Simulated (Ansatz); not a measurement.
AuCl, charge +1, doublet, at a GFN2-xTB geometry (such geometries of metal compounds can be far from the true shape) (the multiplicity is a formal guess) (core potentials on Au); R2SCAN/def2-TZVP (Ansatz, a program for electronic structure).

Input for Ansatz:
Ansatz 0.2 input:
```yaml
crystal:
  periodic: [false, false, false]
  atoms:
    - {symbol: Au, position_ang: [-0.00000000, -0.00000000, -0.39469027]}
    - {symbol: Cl, position_ang: [0.00000000, 0.00000000, 1.83414892]}
basis:
  gaussian:
    orbitals: def2-TZVP
hamiltonian:
  xc: r2scan
total_charge: 1
magnetization: {spin_polarized: true, initial_magnetization: 1}
```

It wrote (shortened):

```
Functional definition: r2SCAN
614 factors; their error is unknown
mean field evaluation 1: about -16202.6473 eV, gradient 3.7e1 eV
mean field evaluation 2: about -16179.9898 eV, gradient 8.1e1 eV
mean field evaluation 4: about -16207.0849 eV, gradient 4.5e0 eV
mean field evaluation 8: about -16207.1800 eV, gradient 1.2e-1 eV
mean field evaluation 16: about -16207.1801 eV, gradient 1.2e-4 eV
mean field evaluation 32: about -16206.6118 eV, gradient 1.1e-3 eV
mean field evaluation 64: about -16206.6777 eV, gradient 1.4e0 eV
mean field evaluation 96: about -16206.5636 eV, gradient 3.2e0 eV
mean field -16207.18008489 eV, -595.6028824985 hartree, gradient 1.7e-5 eV, S^2 0.756872; 10 other end points of the search recorded, 0 dependent functions left out
reference -16207.18009778 eV, -595.6028829721 hartree; 18, 17 occupied and 59, 60 virtual orbitals, 614 factors
Total energy: -16207.18009778 eV, -595.6028829721 hartree
```
